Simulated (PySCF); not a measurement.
Ionisation energy of Mo³⁺ by level of theory

Mo³⁺ [Kr] 4d3 [4d3/2^3, M_J = 3/2] → Mo⁴⁺ [Kr] 4d2 [4d3/2^2, M_J = 2], as a difference of total energies. Computed with PySCF 2.14 in x2c-QZVPPall-2c (13s12p9d3f2g, 133 functions), with the two-component X2C-1e Hamiltonian. Correlated levels: [Ar] 3d10 frozen; the 32 highest virtual spinors dropped. "Screened" scales the spin-orbit matrix elements by Boettger's factors to mimic the two-electron term; Breit and QED terms are absent.

| method | ionisation energy (eV) |
| --- | --- |
| GHF (spin-free) | 39.207 |
| GMP2 (spin-free) | 40.007 |
| GHF (screened spin-orbit) | 39.159 |
| GMP2 (screened spin-orbit) | 39.964 |

Question: How much does correlation contribute at GMP2 (screened spin-orbit)?

Answer: 39.964 − (39.159) = 0.805 eV, measured against GHF (screened spin-orbit).

The spin-free rows relax to the high-spin LS determinant and lack the spin-orbit shift.

The labels give the starting determinants; with spin-orbit coupling the two ends relaxed to ⟨J²⟩ = 6.40, ⟨L²⟩ = 11.98, ⟨S²⟩ = 3.74 and ⟨J²⟩ = 7.07, ⟨L²⟩ = 11.86, ⟨S²⟩ = 1.95.

The determinant of Mo³⁺ and of Mo⁴⁺ mixes levels of different J (the jj label is only the starting occupation), so the difference between spin-free and spin-orbit rows is not the physical spin-orbit shift.

For comparison: 40.33 ± 0.06 eV (semi-empirical (NIST evaluation); NIST Atomic Spectra Database, ionization energies).
